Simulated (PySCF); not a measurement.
PySCF input (CCSD(T)/cc-pVDZ):

```python
from pyscf import gto, scf, mp, cc as ccmod

mol = gto.M(
    atom='''
    Si    0.81172158   -0.57889441    0.10772182
    F     2.35180447   -0.27453806   -0.37219608
    N    -0.24647524    0.62305425   -0.39850186
    Si   -2.01867867    0.56599927    0.19146885
    H     0.86231024   -0.66367643    1.58527770
    H     0.59695180   -1.95278689   -0.43730483
    H    -0.15886201    0.97211634   -1.33979024
    H    -1.74615035    0.89168908    1.67131199
    H    -2.09776395   -0.95734757    0.47111383
    ''',
    basis='cc-pvdz',
    charge=-1,
    spin=0,
    verbose=4,
)

mf = scf.RHF(mol)
mf.conv_tol = 1e-10
mf.max_cycle = 100
mf.kernel()
mp2 = mp.MP2(mf, frozen=12).run()
cc = ccmod.CCSD(mf, frozen=12)
cc.max_cycle = 100
cc.kernel()
et = cc.ccsd_t()
print(f'E(CCSD(T)) = {cc.e_tot + et:.9f}')
```

Output:

```
PySCF version 2.14.0

[INPUT] verbose = 4
[INPUT] num. atoms = 9
[INPUT] num. electrons = 50
[INPUT] charge = -1
[INPUT] spin (= nelec alpha-beta = 2S) = 0
[INPUT] symmetry False subgroup None
[INPUT] Mole.unit = angstrom
[INPUT] Symbol           X                Y                Z      unit          X                Y                Z       unit  Magmom
[INPUT]  1 Si     0.811721580000  -0.578894410000   0.107721820000 AA    1.533931475599  -1.093951889942   0.203564737440 Bohr   0.0
[INPUT]  2 F      2.351804470000  -0.274538060000  -0.372196080000 AA    4.444266346828  -0.518801744169  -0.703348655837 Bohr   0.0
[INPUT]  3 N     -0.246475240000   0.623054250000  -0.398501860000 AA   -0.465770700086   1.177401893246  -0.753059375530 Bohr   0.0
[INPUT]  4 Si    -2.018678670000   0.565999270000   0.191468850000 AA   -3.814749819801   1.069583607004   0.361823687885 Bohr   0.0
[INPUT]  5 H      0.862310240000  -0.663676430000   1.585277700000 AA    1.629530188008  -1.254166688029   2.995740684380 Bohr   0.0
[INPUT]  6 H      0.596951800000  -1.952786890000  -0.437304830000 AA    1.128075411566  -3.690232401741  -0.826386361649 Bohr   0.0
[INPUT]  7 H     -0.158862010000   0.972116340000  -1.339790240000 AA   -0.300205690498   1.837033643815  -2.531836617965 Bohr   0.0
[INPUT]  8 H     -1.746150350000   0.891689080000   1.671311990000 AA   -3.299745933813   1.685048149465   3.158321929802 Bohr   0.0
[INPUT]  9 H     -2.097763950000  -0.957347570000   0.471113830000 AA   -3.964199339486  -1.809124713318   0.890276112195 Bohr   0.0

nuclear repulsion = 213.445030877673
number of shells = 35
number of NR pGTOs = 169
number of NR cGTOs = 89
basis = cc-pvdz
ecp = {}

******** <class 'pyscf.scf.hf.RHF'> ********
method = RHF
initial guess = minao
damping factor = 0
level_shift factor = 0
DIIS = <class 'pyscf.scf.diis.CDIIS'>
diis_start_cycle = 1
diis_space = 8
diis_damp = 0
SCF conv_tol = 1e-10
SCF conv_tol_grad = None
SCF max_cycles = 100
direct_scf = True
direct_scf_tol = 1e-13
Set gradient conv threshold to 1e-05
Initial guess from minao.
init E= -734.598147887664
  HOMO = -0.176042752743059  LUMO = 0.0642228540931455  gap/eV = 6.53796
cycle= 1 E= -734.665506247437  delta_E= -0.0674  |g|= 0.541  |ddm|= 2.37
  HOMO = -0.0624896888373421  LUMO = 0.325514353819116  gap/eV = 10.55813
cycle= 2 E= -734.721028247478  delta_E= -0.0555  |g|= 0.302  |ddm|= 0.645
  HOMO = -0.0778593781976138  LUMO = 0.32017187002584  gap/eV = 10.83098
cycle= 3 E= -734.737379278946  delta_E= -0.0164  |g|= 0.0438  |ddm|= 0.211
  HOMO = -0.0831218560670832  LUMO = 0.321882023625741  gap/eV = 11.02072
cycle= 4 E= -734.738369004808  delta_E= -0.00099  |g|= 0.00855  |ddm|= 0.103
  HOMO = -0.0815281054790429  LUMO = 0.322065893641835  gap/eV = 10.98235
cycle= 5 E= -734.7384241174  delta_E= -5.51e-05  |g|= 0.00265  |ddm|= 0.0267
  HOMO = -0.0816385603406227  LUMO = 0.322155343739437  gap/eV = 10.98779
cycle= 6 E= -734.738430829794  delta_E= -6.71e-06  |g|= 0.00109  |ddm|= 0.0111
  HOMO = -0.0816918974105221  LUMO = 0.322101587050483  gap/eV = 10.98778
cycle= 7 E= -734.738431430145  delta_E= -6e-07  |g|= 0.000299  |ddm|= 0.00274
  HOMO = -0.0816719044843524  LUMO = 0.322113756755226  gap/eV = 10.98757
cycle= 8 E= -734.738431485569  delta_E= -5.54e-08  |g|= 6.45e-05  |ddm|= 0.000914
  HOMO = -0.0816797095100359  LUMO = 0.322109131233125  gap/eV = 10.98765
cycle= 9 E= -734.73843148875  delta_E= -3.18e-09  |g|= 1.63e-05  |ddm|= 0.000172
  HOMO = -0.0816778816181447  LUMO = 0.322109345201459  gap/eV = 10.98761
cycle= 10 E= -734.738431488995  delta_E= -2.44e-10  |g|= 4.46e-06  |ddm|= 5.66e-05
  HOMO = -0.0816778917678054  LUMO = 0.322109309387293  gap/eV = 10.98761
cycle= 11 E= -734.738431489016  delta_E= -2.16e-11  |g|= 1.11e-06  |ddm|= 1.86e-05
  HOMO = -0.0816779297037042  LUMO = 0.322109311025633  gap/eV = 10.98761
Extra cycle  E= -734.738431489017  delta_E= -9.09e-13  |g|= 5.26e-07  |ddm|= 3.09e-06
converged SCF energy = -734.738431489017

******** <class 'pyscf.mp.mp2.RMP2'> ********
nocc = 13, nmo = 77
frozen orbitals 12
E(RMP2) = -735.303001335929  E_corr = -0.56456984691143
E(SCS-RMP2) = -735.301108436553  E_corr = -0.562676947535505
E_corr(same-spin) = -0.132469463951781
E_corr(oppo-spin) = -0.432100382959649

******** <class 'pyscf.cc.ccsd.CCSD'> ********
CC2 = 0
CCSD nocc = 13, nmo = 77
frozen orbitals 12
max_cycle = 100
direct = 0
conv_tol = 1e-07
conv_tol_normt = 1e-05
diis_space = 6
diis_start_cycle = 0
diis_start_energy_diff = 1e+09
Init t2, MP2 energy = -735.303001342457  E_corr(MP2) -0.564569853440034
Init E_corr(CCSD) = -0.564569853440203
cycle = 1  E_corr(CCSD) = -0.589988482854425  dE = -0.0254186294  norm(t1,t2) = 0.0685751
cycle = 2  E_corr(CCSD) = -0.605940610772672  dE = -0.0159521279  norm(t1,t2) = 0.0214654
cycle = 3  E_corr(CCSD) = -0.60844067874658  dE = -0.00250006797  norm(t1,t2) = 0.0103187
cycle = 4  E_corr(CCSD) = -0.610795043861296  dE = -0.00235436511  norm(t1,t2) = 0.0039806
cycle = 5  E_corr(CCSD) = -0.610685071930892  dE = 0.00010997193  norm(t1,t2) = 0.00110993
cycle = 6  E_corr(CCSD) = -0.610609435109383  dE = 7.56368215e-05  norm(t1,t2) = 0.000416894
cycle = 7  E_corr(CCSD) = -0.610613928826431  dE = -4.49371705e-06  norm(t1,t2) = 0.000145574
cycle = 8  E_corr(CCSD) = -0.610620847519329  dE = -6.9186929e-06  norm(t1,t2) = 4.81067e-05
cycle = 9  E_corr(CCSD) = -0.610620423708393  dE = 4.23810936e-07  norm(t1,t2) = 2.0226e-05
cycle = 10  E_corr(CCSD) = -0.610620466657445  dE = -4.29490521e-08  norm(t1,t2) = 7.80289e-06
CCSD converged
E(CCSD) = -735.3490519556746  E_corr = -0.6106204666574453
CCSD(T) correction = -0.0141014955222305
E(CCSD(T)) = -735.363153451
```

It need not be the lowest isomer of its formula. Whether it binds its extra electron was not tested at this geometry.
